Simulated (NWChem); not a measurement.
CHO$_{2}$, doublet; SMILES O=[C]O

```xyz
4

O     -0.1384     1.1566     0.0000
C      0.4220     0.1158     0.0000
O     -0.0498    -1.1088     0.0000
H     -1.0268    -1.0775     0.0000
```
Atoms are numbered in this order, from 1.

Program: NWChem. Pople sets run with spherical d functions. Spin-unrestricted. In the optimisation the excess spin sits in a' (Cs, its own frame). Geometry: optimised at PBE0/def2-SVP, spin-unrestricted. No stability test was run on the SCF state. Level PBE0/6-31G*: energy and gradient; each run changes one setting, and changes count from the defaults (medium grid, exact Coulomb integrals, symmetry on).

```csv
setting,size of the energy change (μHa),largest change of a gradient component (μHa/bohr)
defaults,< 10,< 30
Becke weights,< 10,< 30
tight SCF thresholds and tolerances,< 10,60
symmetry off,< 10,other frame
```
